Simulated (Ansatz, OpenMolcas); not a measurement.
**CH6B2O (SMILES BB(C)O): the vertical ionisation energy, rung by rung**

CH6B2O: 10 atoms, total charge 0, spin state singlet. SMILES: `BB(C)O`. The shape is that of a PBE0-D4/def2-TZVP optimisation. This is one conformer, not always the lowest.

Quantity: the vertical ionisation energy (to the doublet cation), in eV. The values are calculated.

| level | kind | program | value (eV) |
| --- | --- | --- | --- |
| HF/def2-SVP | Hartree–Fock | OpenMolcas | 9.64 |
| M06-L/def2-SVP | meta-GGA | OpenMolcas | 9.75 |
| r2SCAN/def2-SVP | meta-GGA | Ansatz | 9.69 |
| B3LYP/def2-SVP | global hybrid | Ansatz | 9.90 |
| BHLYP/def2-SVP | global hybrid | Ansatz | 10.10 |
| wB97M-V/def2-SVP | range-separated hybrid | Ansatz | 10.07 |
| B2PLYP/def2-SVP | double hybrid | Ansatz | 9.92 |
| RPA@PBE0/def2-SVP | RPA | Ansatz | 10.01 |

The values span 9.64 to 10.10 eV.
